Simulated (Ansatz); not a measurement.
Born–Oppenheimer molecular dynamics of CH$_{5}$BO$_{2}$ (9 atoms, charge 0, multiplicity 1). It starts at the highest image of a converged band, a first-order saddle point between two minima.

These are results of Ansatz 0.2.0, RKS r2SCANh/def2-SVP, not measurements.

```json
{
  "ensemble": "NVE (velocity Verlet)",
  "time step": "0.5 fs",
  "steps asked": "200",
  "starting velocities drawn for": "100 K",
  "seed": "6060"
}
```

Frames 5 fs apart, positions in Å.

Velocities at 40.0 fs (Å/ps):

```
B -2.24 3.04 -4.74
O 9.04 -2.04 4.11
C 5.82 -2.38 -1.79
O -12.01 3.28 0.84
H 11.94 -4.64 -5.59
H -3.48 3.52 9.16
H 10.60 -15.72 -11.45
H -6.66 1.49 1.67
H -10.49 -8.51 -0.23
```

```xyz
9
Properties=species:S:1:pos:R:3 time_fs=40.0 energy_less_start_eV=-0.224 T=348
B -1.444 0.323 0.435
O 0.426 0.319 0.551
C 1.086 -0.540 -0.405
O -1.895 1.442 0.204
H 0.587 1.286 0.489
H -1.655 -0.850 0.613
H 2.176 -0.333 -0.467
H 0.662 -0.458 -1.453
H 0.988 -1.567 -0.022
9
Properties=species:S:1:pos:R:3 time_fs=45.0 energy_less_start_eV=-0.219 T=342
B -1.461 0.340 0.412
O 0.471 0.306 0.569
C 1.115 -0.551 -0.414
O -1.950 1.455 0.209
H 0.669 1.234 0.411
H -1.657 -0.815 0.648
H 2.187 -0.389 -0.498
H 0.640 -0.448 -1.369
H 0.926 -1.566 -0.047
9
Properties=species:S:1:pos:R:3 time_fs=50.0 energy_less_start_eV=-0.168 T=286
B -1.494 0.367 0.395
O 0.520 0.291 0.579
C 1.130 -0.560 -0.406
O -1.993 1.458 0.214
H 0.760 1.194 0.304
H -1.625 -0.789 0.651
H 2.221 -0.395 -0.484
H 0.596 -0.406 -1.388
H 0.892 -1.579 -0.089
9
Properties=species:S:1:pos:R:3 time_fs=55.0 energy_less_start_eV=-0.185 T=305
B -1.535 0.381 0.392
O 0.575 0.283 0.580
C 1.125 -0.570 -0.401
O -2.029 1.468 0.216
H 0.800 1.173 0.275
H -1.570 -0.785 0.610
H 2.208 -0.410 -0.460
H 0.676 -0.376 -1.368
H 0.926 -1.620 -0.129
9
Properties=species:S:1:pos:R:3 time_fs=60.0 energy_less_start_eV=-0.162 T=279
B -1.583 0.376 0.400
O 0.629 0.282 0.579
C 1.123 -0.585 -0.396
O -2.060 1.485 0.214
H 0.808 1.191 0.328
H -1.519 -0.800 0.536
H 2.217 -0.462 -0.450
H 0.753 -0.360 -1.428
H 0.962 -1.632 -0.146
9
Properties=species:S:1:pos:R:3 time_fs=65.0 energy_less_start_eV=-0.179 T=298
B -1.642 0.377 0.407
O 0.672 0.285 0.583
C 1.143 -0.594 -0.408
O -2.081 1.495 0.213
H 0.836 1.224 0.376
H -1.504 -0.806 0.461
H 2.249 -0.546 -0.455
H 0.780 -0.390 -1.422
H 0.903 -1.640 -0.115
9
Properties=species:S:1:pos:R:3 time_fs=70.0 energy_less_start_eV=-0.177 T=296
B -1.707 0.378 0.408
O 0.707 0.291 0.591
C 1.181 -0.602 -0.419
O -2.095 1.497 0.216
H 0.900 1.198 0.372
H -1.541 -0.780 0.415
H 2.273 -0.644 -0.470
H 0.738 -0.415 -1.417
H 0.798 -1.564 -0.091
9
Properties=species:S:1:pos:R:3 time_fs=75.0 energy_less_start_eV=-0.145 T=260
B -1.768 0.369 0.401
O 0.744 0.294 0.594
C 1.206 -0.606 -0.419
O -2.108 1.508 0.221
H 0.993 1.199 0.325
H -1.615 -0.805 0.422
H 2.313 -0.723 -0.493
H 0.736 -0.397 -1.403
H 0.739 -1.563 -0.092
9
Properties=species:S:1:pos:R:3 time_fs=80.0 energy_less_start_eV=-0.199 T=320
B -1.825 0.354 0.387
O 0.789 0.300 0.587
C 1.208 -0.616 -0.406
O -2.122 1.523 0.228
H 1.065 1.172 0.305
H -1.712 -0.822 0.474
H 2.285 -0.753 -0.494
H 0.817 -0.339 -1.391
H 0.796 -1.583 -0.149
9
Properties=species:S:1:pos:R:3 time_fs=85.0 energy_less_start_eV=-0.143 T=258
B -1.886 0.354 0.369
O 0.837 0.302 0.578
C 1.203 -0.623 -0.394
O -2.132 1.525 0.237
H 1.122 1.179 0.302
H -1.811 -0.815 0.540
H 2.320 -0.735 -0.455
H 0.896 -0.292 -1.423
H 0.826 -1.656 -0.188
9
Properties=species:S:1:pos:R:3 time_fs=90.0 energy_less_start_eV=-0.105 T=217
B -1.946 0.356 0.357
O 0.877 0.301 0.576
C 1.218 -0.630 -0.399
O -2.140 1.527 0.245
H 1.169 1.180 0.294
H -1.895 -0.797 0.585
H 2.304 -0.724 -0.401
H 0.940 -0.324 -1.400
H 0.802 -1.605 -0.192
9
Properties=species:S:1:pos:R:3 time_fs=95.0 energy_less_start_eV=-0.118 T=231
B -2.003 0.346 0.356
O 0.905 0.303 0.581
C 1.253 -0.630 -0.408
O -2.150 1.540 0.248
H 1.199 1.159 0.286
H -1.959 -0.811 0.588
H 2.357 -0.805 -0.395
H 0.915 -0.357 -1.455
H 0.715 -1.576 -0.141
```

Of the whole run (100 fs, mean temperature of the second half 270 K): The conserved energy stayed within 0.073 meV per atom of its start (net change 0.054 meV per atom), so the integration is sound. The system heated up, since it started high on the potential surface and ran downhill. A run of 0.1 ps of so small a system gives no equilibrium averages. The orbitals stay closed-shell, which can raise the energy where a bond breaks towards radicals; this wasn't checked here.

The run took 3 min on 2 threads of Intel(R) Xeon(R) 6975P-C (Granite Rapids) (shared host), peak memory 0.18 GiB.
